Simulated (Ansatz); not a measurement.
Basis-set extrapolation for AlH₈NOSi₂, SMILES `O[SiH2]N[SiH2][AlH2]` (PBE0-D4/def2-TZVP geometry, frozen core, Ansatz). Multiplicity 1, RHF reference.

```
                      def2-TZVPP   def2-QZVPP
                 HF  -953.931530  -953.963913
    MP2 correlation    -0.778297    -0.838084
CCSD(T) correlation    -0.866317      not run
```

Energies in hartree. Use E(X) = E(∞) + A·exp(−7.88·√X) for Hartree–Fock and E(X) = E(∞) + B·X^(−2.97) for correlation, with X = 3 and 4, and add CCSD(T) minus MP2 of the smaller set to the MP2 limit.

Q: What is the CCSD(T) energy at the basis-set limit?

A: HF limit: -953.963913 + (-0.032383) × 0.13774 = -953.96837. MP2 limit: -0.838084 + (-0.059787) × 0.74074 = -0.88237. Higher-order term: -0.866317 − (-0.778297) = -0.08802. Total: -954.93876 hartree, 3.83 eV below CCSD(T)/def2-TZVPP.
